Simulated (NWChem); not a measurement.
**Correlation energy of Cd**

```
Cd
```
Charge 0, spin multiplicity 1.

Everything below was run with NWChem.

Basis set: def2-TZVP. Each correlation energy counts from its own Hartree-Fock reference.

```tsv
method	correlation energy (mHa)	difference from CCSD(T)
MP2	-330.6	-5.0
SCS-MP2	-293.7	+31.9
CCSD	-319.8	+5.8
CCSD+T(CCSD)	-325.8	-0.2
CCSD(T)	-325.6	0.0
CR-CCSD[T]	-324.7	+0.9
CR-CCSD(T)	-324.6	+1.0
```

The values span 36.9 mHa, from MP2 (lowest) to SCS-MP2 (highest). 

Effective core potentials replace the inner electrons of Cd; spin-orbit coupling is left out. The correlated methods keep 4 core orbitals frozen. Coupled-cluster values serve here as a point of comparison, not as the truth.
